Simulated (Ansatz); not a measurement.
Compare A (`O=C([SiH3])[SeH]`) with its isomer B (`[SeH]C1O[SiH2]1`).

Program: Ansatz. Geometries: PBE0-D4/def2-TZVP. ΔE: electronic, gas phase. CBS: MP2 limit from def2 TZ/QZ plus the TZ coupled-cluster correction, frozen cores. DFT in def2-TZVPP. B3LYP here is the variant with VWN-RPA as its local correlation; programs differ in this. For Se outer-core shells are correlated without core-valence functions, which leaves a few kJ/mol of doubt a bond. Scalar relativity is left out up to krypton. One conformer a species, not always the lowest.

**Question.** Which is lower in electronic energy at CCSD(T)/CBS, and by how much? (Best estimate.)

**Answer.** Computed: A, by 4.1 kcal/mol.

**Question.** Give E(B) − E(A) in kcal/mol with PBE0-D4, HF/def2-TZVPP, r2SCAN-D4, MP2/def2-TZVPP, CCSD(T)/def2-TZVPP, ωB97M-V, B3LYP-D4. (Estimate.)

**Answer.** The calculation gave: PBE0-D4 5.1, HF/def2-TZVPP 8.9, r2SCAN-D4 6.7, MP2/def2-TZVPP 2.8, CCSD(T)/def2-TZVPP 5.2, ωB97M-V 3.9, B3LYP-D4 8.9. None reverses the order clearly.

Largest T1 diagnostic: 0.015.

In def2-TZVPP, CCSD(T) changes the Hartree–Fock value by −3.7 kcal/mol (the triples alone add +0.7 kcal/mol) and MP2 by −6.1 kcal/mol. From PBE to PBE0 (25 % exact exchange), in def2-TZVPP and without D4, E(B) − E(A) moves by −2.9 kcal/mol.
